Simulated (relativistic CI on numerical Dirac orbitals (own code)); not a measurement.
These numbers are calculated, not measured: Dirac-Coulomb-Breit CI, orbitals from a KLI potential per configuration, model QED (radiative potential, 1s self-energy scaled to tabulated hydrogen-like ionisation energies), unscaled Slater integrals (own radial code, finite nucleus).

The strongest absorption lines from the ground level of an ion, among the configurations computed and to levels below about 3820 eV (vacuum wavelength in nm, gf): 0.35543 (0.34), 0.35596 (0.47), 0.36335 (0.91), 0.36361 (1.3), 0.36366 (1.1), 0.36465 (1.5), 0.38018 (1.7), 0.38266 (0.3).

Q: Which ion is it?
A. Y³²⁺
B. Rh³⁶⁺
C. Rh³⁸⁺
D. Rh⁴⁰⁺

A: C. Rh³⁸⁺ has 7 electrons and the ground level 2s²2p³ ²P°3/2; the strongest line goes to 2s²2p²3d ²D5/2. The pattern of lines fixes the number of electrons, and along that sequence the line energies rise steadily with the charge (about as its square where n changes within one kind of shell, about linearly where n is kept but much faster in heavy ions where fine structure, which grows about as Z⁴, sets the gap, and irregularly where shells cross), which fixes Z. Configurations outside the model, such as inner-shell arrays, can give stronger lines. At this charge energies of transitions that change n are usually good to better than 1 %, and those within a shell (Δn = 0) to a few per cent.

LS names give the leading component of a level, which can be under half, so a name can repeat, a term be missing and a line seem to break the LS rules.
